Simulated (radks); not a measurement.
The numbers below are computed, except where a source is named.
Exchange energies: the exact (Fock) value of the Kohn-Sham orbitals and density-functional approximations, as 100 (|E| - |E exact|)/|E exact|, negative where the magnitude is too small. Species: Cr [Ar] 3d5 4s1; In+ [Kr] 4d10 5s2. Level of theory: non-relativistic Kohn-Sham, PBE, spin-polarised, spherical densities, point nucleus (a radial shooting solver on a logarithmic mesh with Libxc functionals). Every spin shell is full or empty, so the densities are truly spherical. Functionals are evaluated on that one density, not self-consistently.

functional	Cr	In+
exact (hartree)	-47.6304	-153.542
LDA	-6.43	-4.87
B88	+0.34	+0.05
PBE	-0.17	-0.40
PBEsol	-2.71	-2.26
revPBE	+0.11	-0.26
RPBE	+0.22	-0.21
PW91	+0.27	+0.02
OPTX	+0.69	+1.23
AM05	-5.74	-4.54
TPSS	+0.38	-0.26
SCAN	+0.51	+0.19
MS2	+0.10	-0.56
Tao-Mo	-0.12	-0.78
TASK	-2.62	-2.24
